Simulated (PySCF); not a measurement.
H$_{3}$Si$_{2}$ (SMILES [Si][SiH3]), doublet, geometry from GFN2-xTB.

Input for PySCF:
```python
from pyscf import gto, scf, dft

mol = gto.M(
    atom='''
Si    1.30428247   -0.05685822    0.07372436
Si   -0.96457077    0.04804687   -0.07166066
H    -1.64097373    1.35010463   -0.26644745
H    -1.42237526   -0.40812985    1.26297987
H    -1.69261477   -0.81861577   -1.02542429
''',
    basis='def2-tzvp',
    spin=1,
    verbose=4,
)

mf = dft.UKS(mol)
mf.xc = 'tpss'
mf = mf.density_fit(auxbasis='def2-universal-jkfit')
mf.kernel()
mf.analyze()
```

Problem. What is the computed number of basis functions (DF-TPSS/def2-TZVP run with PySCF)?

Solution. 92

Problem. Give the <S^2> at the level DF-TPSS/def2-TZVP.

Solution. 0.758

Problem. Predict the total energy from DF-TPSS/def2-TZVP.

Solution. -1161.492412 Ry

Problem. Give the HOMO energy at the level DF-TPSS/def2-TZVP.

Solution. -4.98 eV

Problem. What is the computed dipole moment (DF-TPSS/def2-TZVP)?

Solution. 0.35 D

These values belong to the state on which the SCF converged, which isn't shown to be the lowest.

Problem. Roughly what does it cost on one core?

Solution. about 20 core-seconds (a rough figure).
